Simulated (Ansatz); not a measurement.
B2FGaH4, SMILES `[BH2][Ga]([BH2])[F]`, relaxed with RKS PBE0-D4/def2-TZVP in Ansatz 0.2.0 from a PBE-D4/def2-SVP geometry. The force threshold is 0.005 eV/Å; the program also tests the step.

Total charge 0; spin multiplicity 1.

Start:

```xyz
8

B     1.727   -0.284    0.907
Ga   -0.130    0.380    0.218
B    -1.561   -0.204   -1.187
F    -0.641    1.876    1.081
H     2.768    0.090    0.396
H     1.822   -1.078    1.825
H    -1.522    0.189   -2.339
H    -2.463   -0.970   -0.901
```

(1) By how much does the energy fall, and how many steps does the optimiser take? (An estimate is asked.)

(2) Which bonds change most? (Best estimate.)

(3) Give the relaxed structure. (An estimate is asked.)

## Answers

(1) Computed: 0.57 kcal/mol, in 3 steps.

(2) Ansatz gave: B3–H8 from 1.218 to 1.197 Å; B3–H7 from 1.218 to 1.197 Å; B1–H6 from 1.218 to 1.197 Å; B1–H5 from 1.218 to 1.197 Å.

(3) The calculation gave: 
```xyz
8

B     1.729   -0.284    0.907
Ga   -0.127    0.370    0.214
B    -1.562   -0.204   -1.189
F    -0.636    1.849    1.069
H     2.753    0.084    0.408
H     1.825   -1.054    1.818
H    -1.528    0.187   -2.320
H    -2.455   -0.949   -0.907
```
